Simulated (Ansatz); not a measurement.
CH5O2Si (`C[Si](O)O`) radical. Total charge 0; spin multiplicity 2. The geometry is a stationary point of PBE0-D4/def2-TZVP. It is one conformer, not always the lowest.

```xyz
9

C    -0.977    0.311   -0.828
Si    0.188    0.223    0.628
O     1.613    0.839    0.080
O     0.494   -1.335    1.102
H    -1.092    1.343   -1.164
H    -1.961   -0.083   -0.569
H    -0.563   -0.282   -1.649
H     2.385    0.687    0.629
H    -0.086   -1.703    1.771
```

Q: What is the dipole moment at PBE/def2-TZVPP? (Estimate.)

A: Computed: 1.28 D, with components (-0.57, -0.58, 0.98) D in this frame, pointing from negative to positive charge.

Q: And with r2SCAN, B3LYP, ωB97M-V? (An estimate is asked.)

A: Computed: r2SCAN 1.36 D, B3LYP 1.42 D, ωB97M-V 1.44 D.

Q: Give the Mulliken charges with PBE, r2SCAN, B3LYP in def2-TZVPP. (Best estimate.)

A: The calculation gave: 
```json
{"atom": "C1", "PBE": "-0.34", "r2SCAN": "-0.28", "B3LYP": "-0.35"}
{"atom": "Si2", "PBE": "0.33", "r2SCAN": "0.46", "B3LYP": "0.44"}
{"atom": "O3", "PBE": "-0.34", "r2SCAN": "-0.40", "B3LYP": "-0.38"}
{"atom": "O4", "PBE": "-0.33", "r2SCAN": "-0.40", "B3LYP": "-0.37"}
{"atom": "H5", "PBE": "0.11", "r2SCAN": "0.08", "B3LYP": "0.10"}
{"atom": "H6", "PBE": "0.09", "r2SCAN": "0.06", "B3LYP": "0.09"}
{"atom": "H7", "PBE": "0.10", "r2SCAN": "0.08", "B3LYP": "0.10"}
{"atom": "H8", "PBE": "0.19", "r2SCAN": "0.20", "B3LYP": "0.18"}
{"atom": "H9", "PBE": "0.18", "r2SCAN": "0.20", "B3LYP": "0.18"}
```

B3LYP here is the variant with VWN-RPA as its local correlation; programs differ in this.
